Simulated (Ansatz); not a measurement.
`CCB(O)Br`. Total charge 0; spin multiplicity 1.

```tsv
atom	x (Å)	y (Å)	z (Å)
C1	1.096	-0.844	0.462
C2	-0.045	0.166	0.528
B3	-0.894	0.358	-0.776
O4	-1.404	1.534	-1.190
Br5	-1.338	-1.158	-1.896
H6	1.603	-0.931	1.424
H7	0.727	-1.832	0.183
H8	1.841	-0.553	-0.283
H9	0.333	1.141	0.861
H10	-0.758	-0.148	1.305
H11	-1.160	2.268	-0.618
```

What are the harmonic wavenumbers in cm⁻¹ at PBE0-D4/def2-TZVP (Ansatz, finite differences of forces, unscaled)? (Best estimate.)

Ansatz gave: 27, 162, 201, 319, 340, 509, 516, 583, 747, 877, 993, 997, 1068, 1166, 1269, 1282, 1409, 1411, 1436, 1494, 1496, 3011, 3048, 3056, 3124, 3138, 3860.

Is this a minimum?

Yes, all 27 modes are real.

Give the ideal-gas thermochemistry at 298.15 K and 1 bar (rigid rotor, harmonic oscillator; point group C1, symmetry number 1).

Zero-point energy 224.5 kJ/mol; H(298) − E = 244.4 kJ/mol; entropy 351.8 J/(mol·K), of which translation 170.2, rotation 115.6, vibration 66.0; G(298) − E = 139.5 kJ/mol. Modes under 100 cm⁻¹ are hindered rotations or soft bends, so the harmonic entropy is rough.

And at 400, 500, 600, 800 and 1000 K?


| T (K) | H − E (kJ/mol) | S (J/mol/K) | G − E (kJ/mol) |
| --- | --- | --- | --- |
| 400 | 255.6 | 384.0 | 102.0 |
| 500 | 268.6 | 413.0 | 62.1 |
| 600 | 283.2 | 439.7 | 19.4 |
| 800 | 316.4 | 487.2 | -73.4 |
| 1000 | 353.5 | 528.6 | -175.0 |
